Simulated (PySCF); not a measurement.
# C6H8OS: core ionisation energies

C6H8OS.
Structure used (PBE0-D3(BJ)/def2-SVP), in Å, numbered top down from 1:
```xyz
16
C6H8OS angstrom
C     -2.3283    0.8033    0.7767
O     -2.0099   -0.2601   -0.0712
C     -0.9874   -1.0822    0.4130
C      0.3486   -0.3988    0.4861
C      1.0247    0.2278   -0.5323
C      2.2488    0.8135   -0.1083
C      2.4843    0.6265    1.2295
S      1.2110   -0.2497    1.9728
H     -1.4744    1.4908    0.9248
H     -2.6586    0.4477    1.7734
H     -3.1535    1.3615    0.3135
H     -0.9288   -1.9302   -0.2872
H     -1.2455   -1.4965    1.4094
H      0.6411    0.2688   -1.5532
H      2.9340    1.3490   -0.7674
H      3.3425    0.9534    1.8153
```

Computed, not measured: delta-SCF UKS SCAN, pcX-2 on the ionised atom, pcseg-1 elsewhere, spin-free X2C (PySCF 2.14.0). These are vertical core ionisation energies against the vacuum level, from separate self-consistent calculations with and without the core hole.

Problem. What binding energy does each computed site have?

Solution. 
```csv
atom(s),bonded to,level,binding energy (eV),above the level's lowest (eV),count
S8,2 C (aromatic in the SMILES),S 1s,2477.81,0.00,1
O2,2 C,O 1s,538.27,0.00,1
C3,"O, C and 2 H",C 1s,292.30,+2.12,1
C1,O and 3 H,C 1s,292.02,+1.84,1
C4,"S (aromatic in the SMILES), C (aromatic in the SMILES) and C",C 1s,290.59,+0.41,1
C7,"S (aromatic in the SMILES), C (aromatic in the SMILES) and H",C 1s,290.56,+0.38,1
C6,2 C (aromatic in the SMILES) and H,C 1s,290.34,+0.16,1
C5,2 C (aromatic in the SMILES) and H,C 1s,290.18,0.00,1
```

The listed C 1s values span 2.12 eV, from C5 (bonded to 2 C (aromatic in the SMILES) and H) to C3 (bonded to O, C and 2 H). Summing the Pauling electronegativity differences to the bonded atoms, each weighted by its formal bond order, gives -0.35 for the lowest site and +0.19 for the highest; no listed site has a larger sum than the highest. The values 290.56 and 290.59 eV lie too close for their order to be trusted.

Problem. What is the C 1s shift of C7 against C3?

Solution. 290.56 − 292.30 = -1.74 eV, or -168 kJ/mol.

Not every level is listed. One conformer (not necessarily the lowest) at the PBE0-D3(BJ)/def2-SVP geometry, without solvent, vibrations or thermal averaging.
